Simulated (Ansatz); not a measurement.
A first, cheap relaxation of BH$_{7}$N$_{2}$OSi (`NB(N)O[SiH3]`).

```yaml
crystal:
  periodic: [false, false, false]
  atoms:
    - {symbol: N, position_ang: [-1.209700, 1.155100, 0.824300]}
    - {symbol: B, position_ang: [-0.449000, -0.073300, 0.600900]}
    - {symbol: N, position_ang: [0.274300, -0.683300, 1.762000]}
    - {symbol: O, position_ang: [-0.404300, -0.746400, -0.697100]}
    - {symbol: Si, position_ang: [0.866800, -0.164500, -1.606700]}
    - {symbol: H, position_ang: [-0.916200, 1.923700, 0.123800]}
    - {symbol: H, position_ang: [-2.219800, 0.979300, 0.562800]}
    - {symbol: H, position_ang: [0.769100, -1.564900, 1.441800]}
    - {symbol: H, position_ang: [-0.401400, -0.915000, 2.540700]}
    - {symbol: H, position_ang: [0.717800, 1.288600, -1.803900]}
    - {symbol: H, position_ang: [0.911000, -0.843100, -2.867000]}
    - {symbol: H, position_ang: [2.138300, -0.411500, -0.847500]}
basis:
  gaussian: {orbitals: def2-SVP}
hamiltonian: {xc: pbe, dispersion: d4}
relax: {f_tol: 0.03, max_steps: 200}
```

```sh
$ ansatz run in.yaml --threads 4 --pin off --events-out ev --progress --plain
```

Output, abridged:

```
Functional definition: PBE
mean field -13679.97327758 eV, -502.7297453320 hartree, gradient 4.8e-5 eV, S^2 0.000000; 0 other end points of the search recorded, 0 dependent functions left out
relax step   1: F+E_penalty+E_count = -13680.20905514 eV  Δ(F+E_penalty+E_count) = +0.000e0 eV  max|allowed force component| = 1.707e0 eV/Å  Δτ_max = 0.0000 Å  (29 SCF iters, accepted)
mean field -13680.39491869 eV, -502.7452403573 hartree, gradient 9.1e-6 eV, S^2 0.000000; 0 other end points of the search recorded, 0 dependent functions left out
relax step   2: F+E_penalty+E_count = -13680.63023457 eV  Δ(F+E_penalty+E_count) = -4.212e-1 eV  max|allowed force component| = 1.737e0 eV/Å  Δτ_max = 0.1996 Å  (30 SCF iters, accepted)
mean field -13680.59254994 eV, -502.7525031715 hartree, gradient 1.3e-5 eV, S^2 0.000000; 0 other end points of the search recorded, 0 dependent functions left out
relax step   3: F+E_penalty+E_count = -13680.82466334 eV  Δ(F+E_penalty+E_count) = -1.944e-1 eV  max|allowed force component| = 2.031e0 eV/Å  Δτ_max = 0.1921 Å  (29 SCF iters, accepted)
mean field -13680.76993958 eV, -502.7590221208 hartree, gradient 2.5e-5 eV, S^2 0.000000; 0 other end points of the search recorded, 0 dependent functions left out
relax step   4: F+E_penalty+E_count = -13680.99833906 eV  Δ(F+E_penalty+E_count) = -1.737e-1 eV  max|allowed force component| = 1.051e0 eV/Å  Δτ_max = 0.1998 Å  (35 SCF iters, accepted)
mean field -13680.89251501 eV, -502.7635266848 hartree, gradient 2.5e-5 eV, S^2 0.000000; 0 other end points of the search recorded, 0 dependent functions left out
relax step   5: F+E_penalty+E_count = -13681.11847980 eV  Δ(F+E_penalty+E_count) = -1.201e-1 eV  max|allowed force component| = 4.205e-1 eV/Å  Δτ_max = 0.2000 Å  (35 SCF iters, accepted)
mean field -13680.95385000 eV, -502.7657807040 hartree, gradient 7.1e-6 eV, S^2 0.000000; 0 other end points of the search recorded, 0 dependent functions left out
relax step   6: F+E_penalty+E_count = -13681.17824146 eV  Δ(F+E_penalty+E_count) = -5.976e-2 eV  max|allowed force component| = 1.161e0 eV/Å  Δτ_max = 0.1951 Å  (29 SCF iters, accepted)
mean field -13681.08412588 eV, -502.7705682542 hartree, gradient 9.7e-6 eV, S^2 0.000000; 0 other end points of the search recorded, 0 dependent functions left out
relax step   7: F+E_penalty+E_count = -13681.30728128 eV  Δ(F+E_penalty+E_count) = -1.290e-1 eV  max|allowed force component| = 7.757e-1 eV/Å  Δτ_max = 0.2000 Å  (29 SCF iters, accepted)
mean field -13681.19173538 eV, -502.7745228302 hartree, gradient 9.2e-6 eV, S^2 0.000000; 0 other end points of the search recorded, 0 dependent functions left out
relax step   8: F+E_penalty+E_count = -13681.41367574 eV  Δ(F+E_penalty+E_count) = -1.064e-1 eV  max|allowed force component| = 4.694e-1 eV/Å  Δτ_max = 0.2000 Å  (29 SCF iters, accepted)
mean field -13681.26513118 eV, -502.7772200765 hartree, gradient 8.7e-6 eV, S^2 0.000000; 0 other end points of the search recorded, 0 dependent functions left out
relax step   9: F+E_penalty+E_count = -13681.48726802 eV  Δ(F+E_penalty+E_count) = -7.359e-2 eV  max|allowed force component| = 4.295e-1 eV/Å  Δτ_max = 0.2000 Å  (29 SCF iters, accepted)
mean field -13681.28999679 eV, -502.7781338706 hartree, gradient 1.3e-5 eV, S^2 0.000000; 0 other end points of the search recorded, 0 dependent functions left out
relax step  10: F+E_penalty+E_count = -13681.51375453 eV  Δ(F+E_penalty+E_count) = -2.649e-2 eV  max|allowed force component| = 2.091e-1 eV/Å  Δτ_max = 0.1203 Å  (29 SCF iters, accepted)
mean field -13681.29794260 eV, -502.7784258737 hartree, gradient 2.4e-5 eV, S^2 0.000000; 0 other end points of the search recorded, 0 dependent functions left out
relax step  11: F+E_penalty+E_count = -13681.52352828 eV  Δ(F+E_penalty+E_count) = -9.774e-3 eV  max|allowed force component| = 5.942e-1 eV/Å  Δτ_max = 0.1980 Å  (27 SCF iters, accepted)
mean field -13681.30717163 eV, -502.7787650345 hartree, gradient 2.0e-5 eV, S^2 0.000000; 0 other end points of the search recorded, 0 dependent functions left out
relax step  12: F+E_penalty+E_count = -13681.53278579 eV  Δ(F+E_penalty+E_count) = -9.258e-3 eV  max|allowed force component| = 2.727e-1 eV/Å  Δτ_max = 0.0827 Å  (30 SCF iters, accepted)
mean field -13681.29811986 eV, -502.7784323878 hartree, gradient 9.2e-6 eV, S^2 0.000000; 0 other end points of the search recorded, 0 dependent functions left out
relax step  13: F+E_penalty+E_count = -13681.52450942 eV  Δ(F+E_penalty+E_count) = +8.276e-3 eV  max|allowed force component| = 4.764e-1 eV/Å  Δτ_max = 0.1924 Å  (29 SCF iters, rejected (line search))
mean field -13681.31811439 eV, -502.7791671735 hartree, gradient 2.3e-5 eV, S^2 0.000000; 0 other end points of the search recorded, 0 dependent functions left out
relax step  14: F+E_penalty+E_count = -13681.54401633 eV  Δ(F+E_penalty+E_count) = -1.123e-2 eV  max|allowed force component| = 1.184e-1 eV/Å  Δτ_max = 0.0961 Å  (29 SCF iters, accepted)
mean field -13681.32218063 eV, -502.7793166049 hartree, gradient 2.4e-5 eV, S^2 0.000000; 0 other end points of the search recorded, 0 dependent functions left out
relax step  15: F+E_penalty+E_count = -13681.54835778 eV  Δ(F+E_penalty+E_count) = -4.341e-3 eV  max|allowed force component| = 4.065e-2 eV/Å  Δτ_max = 0.0999 Å  (29 SCF iters, accepted)
mean field -13681.32274173 eV, -502.7793372249 hartree, gradient 1.5e-5 eV, S^2 0.000000; 0 other end points of the search recorded, 0 dependent functions left out
relax step  16: F+E_penalty+E_count = -13681.54910955 eV  Δ(F+E_penalty+E_count) = -7.518e-4 eV  max|allowed force component| = 3.438e-1 eV/Å  Δτ_max = 0.1467 Å  (29 SCF iters, accepted)
mean field -13681.32534674 eV, -502.7794329574 hartree, gradient 1.9e-5 eV, S^2 0.000000; 0 other end points of the search recorded, 0 dependent functions left out
relax step  17: F+E_penalty+E_count = -13681.55168725 eV  Δ(F+E_penalty+E_count) = -2.578e-3 eV  max|allowed force component| = 6.752e-2 eV/Å  Δτ_max = 0.0285 Å  (30 SCF iters, accepted)
mean field -13681.32628489 eV, -502.7794674335 hartree, gradient 1.9e-5 eV, S^2 0.000000; 0 other end points of the search recorded, 0 dependent functions left out
relax step  18: F+E_penalty+E_count = -13681.55273453 eV  Δ(F+E_penalty+E_count) = -1.047e-3 eV  max|allowed force component| = 6.131e-2 eV/Å  Δτ_max = 0.0460 Å  (29 SCF iters, accepted)
mean field -13681.32567263 eV, -502.7794449336 hartree, gradient 2.5e-5 eV, S^2 0.000000; 0 other end points of the search recorded, 0 dependent functions left out
relax step  19: F+E_penalty+E_count = -13681.55234075 eV  Δ(F+E_penalty+E_count) = +3.938e-4 eV  max|allowed force component| = 2.450e-1 eV/Å  Δτ_max = 0.1666 Å  (28 SCF iters, rejected (line search))
mean field -13681.32051721 eV, -502.7792554755 hartree, gradient 2.1e-5 eV, S^2 0.000000; 0 other end points of the search recorded, 0 dependent functions left out
relax step  20: F+E_penalty+E_count = -13681.54715143 eV  Δ(F+E_penalty+E_count) = +5.583e-3 eV  max|allowed force component| = 2.803e-1 eV/Å  Δτ_max = 0.0831 Å  (28 SCF iters, rejected (line search))
mean field -13681.32764455 eV, -502.7795174002 hartree, gradient 2.0e-5 eV, S^2 0.000000; 0 other end points of the search recorded, 0 dependent functions left out
relax step  21: F+E_penalty+E_count = -13681.55413108 eV  Δ(F+E_penalty+E_count) = -1.397e-3 eV  max|allowed force component| = 1.740e-2 eV/Å  Δτ_max = 0.0415 Å  (29 SCF iters, accepted)
mean field -13681.32935024 eV, -502.7795800831 hartree, gradient 2.1e-5 eV, S^2 0.000000; 0 other end points of the search recorded, 0 dependent functions left out
relax step  22: F+E_penalty+E_count = -13681.55593341 eV  Δ(F+E_penalty+E_count) = -1.802e-3 eV  max|allowed force component| = 5.709e-2 eV/Å  Δτ_max = 0.0976 Å  (29 SCF iters, accepted)
mean field -13681.33002763 eV, -502.7796049767 hartree, gradient 1.9e-5 eV, S^2 0.000000; 0 other end points of the search recorded, 0 dependent functions left out
relax step  23: F+E_penalty+E_count = -13681.55669354 eV  Δ(F+E_penalty+E_count) = -7.601e-4 eV  max|allowed force component| = 6.714e-2 eV/Å  Δτ_max = 0.0589 Å  (29 SCF iters, accepted)
mean field -13681.33083925 eV, -502.7796348033 hartree, gradient 2.0e-5 eV, S^2 0.000000; 0 other end points of the search recorded, 0 dependent functions left out
relax step  24: F+E_penalty+E_count = -13681.55764838 eV  Δ(F+E_penalty+E_count) = -9.548e-4 eV  max|allowed force component| = 6.685e-2 eV/Å  Δτ_max = 0.0669 Å  (29 SCF iters, accepted)
mean field -13681.33149435 eV, -502.7796588779 hartree, gradient 2.0e-5 eV, S^2 0.000000; 0 other end points of the search recorded, 0 dependent functions left out
relax step  25: F+E_penalty+E_count = -13681.55844895 eV  Δ(F+E_penalty+E_count) = -8.006e-4 eV  max|allowed force component| = 8.125e-2 eV/Å  Δτ_max = 0.0742 Å  (29 SCF iters, accepted)
mean field -13681.33178438 eV, -502.7796695363 hartree, gradient 2.0e-5 eV, S^2 0.000000; 0 other end points of the search recorded, 0 dependent functions left out
relax step  26: F+E_penalty+E_count = -13681.55895693 eV  Δ(F+E_penalty+E_count) = -5.080e-4 eV  max|allowed force component| = 7.705e-2 eV/Å  Δτ_max = 0.0658 Å  (29 SCF iters, accepted)
mean field -13681.33242615 eV, -502.7796931208 hartree, gradient 2.0e-5 eV, S^2 0.000000; 0 other end points of the search recorded, 0 dependent functions left out
relax step  27: F+E_penalty+E_count = -13681.55965915 eV  Δ(F+E_penalty+E_count) = -7.022e-4 eV  max|allowed force component| = 6.049e-2 eV/Å  Δτ_max = 0.0127 Å  (29 SCF iters, accepted)
mean field -13681.33260648 eV, -502.7796997479 hartree, gradient 2.0e-5 eV, S^2 0.000000; 0 other end points of the search recorded, 0 dependent functions left out
relax step  28: F+E_penalty+E_count = -13681.55997163 eV  Δ(F+E_penalty+E_count) = -3.125e-4 eV  max|allowed force component| = 5.162e-2 eV/Å  Δτ_max = 0.0289 Å  (29 SCF iters, accepted)
mean field -13681.33204582 eV, -502.7796791439 hartree, gradient 2.0e-5 eV, S^2 0.000000; 0 other end points of the search recorded, 0 dependent functions left out
relax step  29: F+E_penalty+E_count = -13681.55991988 eV  Δ(F+E_penalty+E_count) = +5.176e-5 eV  max|allowed force component| = 1.629e-1 eV/Å  Δτ_max = 0.0262 Å  (29 SCF iters, rejected (line search))
mean field -13681.33314377 eV, -502.7797194928 hartree, gradient 2.0e-5 eV, S^2 0.000000; 0 other end points of the search recorded, 0 dependent functions left out
relax step  30: F+E_penalty+E_count = -13681.56075150 eV  Δ(F+E_penalty+E_count) = -7.799e-4 eV  max|allowed force component| = 2.322e-2 eV/Å  Δτ_max = 0.0126 Å  (30 SCF iters, accepted)
mean field -13681.33296204 eV, -502.7797128144 hartree, gradient 2.0e-5 eV, S^2 0.000000; 0 other end points of the search recorded, 0 dependent functions left out
relax step  31: F+E_penalty+E_count = -13681.56101042 eV  Δ(F+E_penalty+E_count) = -2.589e-4 eV  max|allowed force component| = 4.897e-2 eV/Å  Δτ_max = 0.0432 Å  (29 SCF iters, accepted)
mean field -13681.33315632 eV, -502.7797199540 hartree, gradient 2.0e-5 eV, S^2 0.000000; 0 other end points of the search recorded, 0 dependent functions left out
relax step  32: F+E_penalty+E_count = -13681.56124728 eV  Δ(F+E_penalty+E_count) = -2.369e-4 eV  max|allowed force component| = 2.606e-2 eV/Å  Δτ_max = 0.0141 Å  (30 SCF iters, accepted)
mean field -13681.33315632 eV, -502.7797199540 hartree, gradient 1.9e-5 eV, S^2 0.000000; 1 other end points of the search recorded, 0 dependent functions left out
Total energy: -13681.56128855 eV, -502.7881036589 hartree
Atom 0 at    -0.833267     1.113848     0.666537 Å, force    -0.007559     0.018338     0.007464 eV/Å
Atom 1 at    -0.337925    -0.228719     0.675994 Å, force    -0.001668    -0.019242    -0.026060 eV/Å
Atom 2 at    -0.456756    -1.085445     1.806451 Å, force     0.000495     0.002961     0.010739 eV/Å
Atom 3 at     0.317861    -0.754293    -0.447494 Å, force    -0.003719     0.014153     0.010333 eV/Å
Atom 4 at     1.004465    -0.016268    -1.777798 Å, force    -0.010768    -0.003881     0.020893 eV/Å
Atom 5 at    -0.930983     1.643987    -0.197937 Å, force     0.001372    -0.005645     0.006701 eV/Å
Atom 6 at    -1.373236     1.508442     1.434781 Å, force     0.011184    -0.008172    -0.013447 eV/Å
Atom 7 at    -0.025658    -2.007044     1.812390 Å, force     0.003673     0.001363    -0.008135 eV/Å
Atom 8 at    -0.928884    -0.837380     2.671870 Å, force     0.000099    -0.001138     0.002682 eV/Å
Atom 9 at     0.086918     1.030304    -2.366079 Å, force    -0.009342     0.012593    -0.007676 eV/Å
Atom 10 at     1.245288    -1.072862    -2.815304 Å, force     0.008483    -0.008915    -0.002083 eV/Å
Atom 11 at     2.309078     0.650129    -1.429312 Å, force     0.007750    -0.002414    -0.001411 eV/Å
Dipole moment:    -0.215095     0.154873     0.291409 e Å
```

Run time 65 s (4 threads of a server CPU on a shared host); peak host memory 0.17 GiB.
